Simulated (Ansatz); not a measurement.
Reaction (cleavage of the Si–Sn bond): `[F][Sn]([F])([F])[SiH3]` + `NC(O)(O)F` → `OC(O)(F)N[SiH3]` + `[F][SnH]([F])[F]`

Gas-phase electronic energies from Ansatz, PBE0-D4/def2-TZVP geometries. CCSD(T)/CBS adds triple-zeta CCSD(T) − MP2 to the extrapolated MP2 energy (def2 sets, frozen cores). DFT in def2-TZVPP. B3LYP here is the variant with VWN-RPA as its local correlation; programs differ in this. Elements past krypton have def2 core potentials. For Sn outer-core shells are correlated without core-valence functions, which leaves a few kJ/mol of doubt a bond. Each species was taken in one conformer, which may not be the lowest.

```
             level  ΔE (kcal/mol)  difference from CCSD(T)/CBS
         r2SCAN-D4            2.9                          1.0
           ωB97X-V            1.4                         -0.5
            B2PLYP            2.1                          0.2
             B3LYP            3.8                          1.9
SCS-MP2/def2-TZVPP           -0.5                         -2.4
   CCSD/def2-TZVPP            0.5                         -1.4
CCSD(T)/def2-TZVPP            0.6                         -1.3
     HF/def2-QZVPP           -1.2                         -3.1
      HF/CBS(def2)           -1.3                         -3.2
     MP2/CBS(def2)            1.4                         -0.5
       CCSD(T)/CBS            1.9                            0
```

Largest T1 diagnostic among the species: 0.015.

From PBE to PBE0 (25 % exact exchange), in def2-TZVPP and without D4, ΔE moves by −1.8 kcal/mol. In def2-TZVPP, CCSD(T) changes the Hartree–Fock value by +1.5 kcal/mol (the triples alone add +0.1 kcal/mol) and MP2 by +1.0 kcal/mol. The D4 term adds −0.9 kcal/mol with B3LYP and −0.5 kcal/mol with PBE0; it sums over pairs of atoms, weighted by their polarisabilities, and B3LYP, whose exchange is more repulsive, gets the larger term.
